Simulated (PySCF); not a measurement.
Zn⁺ (zinc, charge +1) across methods

[Ar] 3d10 4p1, 2P determinant (an excited configuration). Calculation: PySCF 2.14, in x2c-QZVPPall (11s7p6d4f2g, 108 functions); scalar relativity by spin-free X2C-1e.

| method | E (hartree) | mean ε 3d α (eV) | mean ε 3d β (eV) | mean ε 4p α (eV) | Σ⟨r²⟩ (bohr²) | ⟨S²⟩ |
| --- | --- | --- | --- | --- | --- | --- |
| revPBE | -1795.312 | -21.416 | -21.319 | -9.294 | 26.45 | 0.753 |
| MN15 | -1796.639 | -25.560 | -25.501 | -10.261 | 26.36 | 0.753 |
| r2SCAN | -1795.369 | -21.762 | -21.674 | -9.471 | 26.16 | 0.755 |
| PBE0 | -1795.153 | -24.376 | -24.299 | -9.925 | 26.42 | 0.752 |
| UHF | -1793.82097 | -32.222 | -32.228 | -11.266 | 27.19 | 0.753 |
| LDA | -1792.391 | -21.874 | -21.767 | -9.345 | 26.22 | 0.751 |
| PBE | -1795.148 | -21.523 | -21.420 | -9.314 | 26.40 | 0.752 |

**Question.** Estimate the same row for TPSS.

**Answer.** E (hartree) = -1795.410; mean ε 3d α (eV) = -21.412; mean ε 3d β (eV) = -21.308; mean ε 4p α (eV) = -9.285; Σ⟨r²⟩ (bohr²) = 26.37; ⟨S²⟩ = 0.753.
